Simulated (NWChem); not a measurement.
Species: CHO2, doublet; SMILES [O]C=O

Results from NWChem. Pople sets run with spherical d functions. Spin-unrestricted. Coordinates come from a PBE0/def2-SVP, spin-unrestricted optimisation. No stability test was run on the SCF state. Level: M05-2X/6-31G* with SMD (1 M gas to 1 M solution), gas-phase geometry. Reactions with the solvent are ignored.

For solvent acetone:

| Item | Result |
|---|---|
| solvation free energy (kcal/mol) | -4.9 |
| cavity-dispersion-structure term (kcal/mol) | -0.6 |
| dipole in solution (D) | 2.22 |

Question: What are these values for solvent ethylene glycol?

Answer: 
| Item | Result |
|---|---|
| solvation free energy (kcal/mol) | 0.7 |
| cavity-dispersion-structure term (kcal/mol) | 7.5 |
| dipole in solution (D) | 2.42 |
